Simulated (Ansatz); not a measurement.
Ansatz (a program for electronic structure) input (RI-MP2/def2-QZVPP):
A basis named .json is the Basis Set Exchange file of that set.

Ansatz 0.2 input:
```yaml
crystal:
  periodic: [false, false, false]
  atoms:
    - {symbol: Sn, position_ang: [0.00000000, 0.00000000, 0.00000000]}
    - {symbol: H, position_ang: [-1.12928612, 1.16103262, -0.54381784]}
    - {symbol: H, position_ang: [0.26993956, -1.15254676, -1.23198634]}
    - {symbol: H, position_ang: [-0.61307219, -0.78386854, 1.38878160]}
    - {symbol: H, position_ang: [1.47241875, 0.77538268, 0.38702257]}
basis:
  gaussian:
    orbitals: def2-QZVPP.json
    fitting: {mean_field: def2-universal-jkfit, correlation: def2-QZVPP-RIFIT.json}
magnetization: {spin_polarized: false}
correlation: {method: mp2, electrons: outside_noble_gas}
```

End of the output:

```
integrals: 0.13 GiB planned
290 factors; integrals over basis functions are off by at most 2.8e0 eV
mean field: 0.34 GiB planned
mean field evaluation 1: about -5867.5085 eV, gradient 9.8e0 eV
mean field evaluation 2: about -5867.9853 eV, gradient 3.3e0 eV
mean field evaluation 4: about -5868.0348 eV, gradient 1.2e-1 eV
mean field -5868.03491601 eV, -215.6463056666 hartree, gradient 3.7e-7 eV, S^2 0.000000; 0 other end points of the search recorded, 0 dependent functions left out
9 core orbitals not correlated
500 factors; their error is unknown
reference -5868.03491601 eV, -215.6463056666 hartree; 4, 4 occupied and 189, 189 virtual orbitals, 500 factors
second order -3.71318721 eV of doubles, -0.00000000 eV of singles
Total energy: -5871.74810323 eV, -215.7827627798 hartree
```
